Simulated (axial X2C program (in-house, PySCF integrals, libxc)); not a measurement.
**LiSb: cheaper levels and CCSD(T), 2c**

Computed with an axial X2C code built on PySCF integrals. Two-component (2c) means X2C with spin–orbit coupling and atomic mean-field two-electron Coulomb and Gaunt terms. Basis: Sb dyall-cv3z [11s12p8d4f1g], Li dyall-cv3z [7s8p2d] (cores contracted in-house); Gaussian nuclei, density fitting, unrestricted open shells. Masses: Sb 120.904 u, Li 7.016 u.

State: Ω = 1 (⟨Sz⟩ = 0.96, ⟨Lz⟩ = 0.04 at HF); fragments Sb + Li.

| level | Re (Å) | ωe (cm⁻¹) | De (eV) |
| --- | --- | --- | --- |
| PBE0 | 2.609 | 397.6 | 1.53 |
| HF | 2.642 | 393.9 | 0.632 |
| CCSD | 2.643 | 389.5 | 1.37 |
| BLYP | 2.630 | 377.2 | 1.62 |

Correlated methods: 6 electrons correlated (number of frozen shells: Sb 4 s, 3 p, 2 d; Li 1 s), 232 virtual spin orbitals or spinors in MP2, 70 natural virtuals in coupled cluster.

CCSD(T), same Hamiltonian and basis:

Re = 2.645 Å, ωe = 387.6 cm⁻¹, De = 1.41 eV; T1 = 0.013 (Lee–Taylor normalisation).

Problem. Give the differences from CCSD(T) in the columns below.

Solution. 

```csv
level,ΔRe (Å),Δωe (cm⁻¹),ΔDe (eV)
PBE0,-0.036,10,0.12
HF,-0.003,6,-0.78
CCSD,-0.002,2,-0.04
BLYP,-0.015,-10,0.21
```

Occupations by symmetry block were frozen at the best pattern of an incomplete PBE0 search. Dissociation energies refer to the lowest single-determinant-based atoms at the same level and basis. Density functionals use the spin component along the axis (collinear). CCSD and (T) use frozen natural virtuals with an MP2 correction for the truncation; (T) itself is uncorrected, so its De runs slightly low. Other states lie close and PBE0, whose exact exchange favours high spin, may order them wrongly; the determinant shown need not be the ground state. The nearest other 2c determinant of the search, Ω = 0, lies 0.46 eV up at the distance of the search. With several unpaired electrons one determinant need not be a pure state. Open-shell Ω = 0 determinants with evenly filled partner blocks cannot be reached by this program, so the Ω shown need not be the lowest component. This is the Ω = 1 component of a π² triplet; the 0⁺ component is not one determinant and can lie lowest. The determinant is spin-polarised beyond a pure state at some levels (its spin-free form has ⟨S²⟩ too high), which makes Re and μ there less reliable. The stretched end of a curve changes character and is left out. With the outer-core shells frozen, correlated bond lengths of heavy atoms tend to come out a few hundredths of an ångström too long.
